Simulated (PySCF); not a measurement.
Input for PySCF: R-B3LYP/6-31G* on H2O (SMILES O) with ghost functions, monomers drawn apart or pushed together.

```python
from pyscf import gto, scf, dft, mp
from pyscf.data.elements import chemcore

mol = gto.M(
    atom='''
    O    -0.08341499   -0.07770817   -0.10327484
    H     0.70905031   -0.23245263   -0.62766798
    H    -0.82821435   -0.23088250   -0.69383275
    ghost-C   -0.20891882   -0.25020296    2.77388020
    ghost-N   -0.25785510   -0.33697283    3.91661616
    ghost-H   -0.16286633   -0.17196751    1.70053078
    ''',
    basis='6-31g*',
    cart=True,
    charge=0, spin=0, verbose=3, max_memory=1800)
mf = dft.RKS(mol, xc='b3lyp')
mf.conv_tol = 1e-8
mf.max_cycle = 100
mf.kernel()
if not mf.converged:
    mf = mf.newton().run(mf.mo_coeff, mf.mo_occ)
```

Predict the final total energy.

-76.4103 hartree.
